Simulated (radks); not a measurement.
Task: All-electron calculation, non-relativistic Kohn-Sham, LDA (Slater exchange, Perdew-Wang correlation), spin-unpolarised, spherical densities, point nucleus. Program: a radial shooting solver on a logarithmic mesh with Libxc functionals. Response by self-consistent Sternheimer equations with the Hartree and adiabatic LDA kernel. For heavy and open-shell atoms this level of theory can miss by tens of per cent. Rank Be2+, Pd+, Se, Ar, Ca2+, Sn2+, K, Ca+ (NIST ground configurations) by static dipole polarisability, largest first.

Result: K 260.5, Ca+ 66.37, Se 27.99, Sn2+ 16.55, Ar 12.00, Pd+ 11.62, Ca2+ 3.351, Be2+ 0.05667 bohr^3.
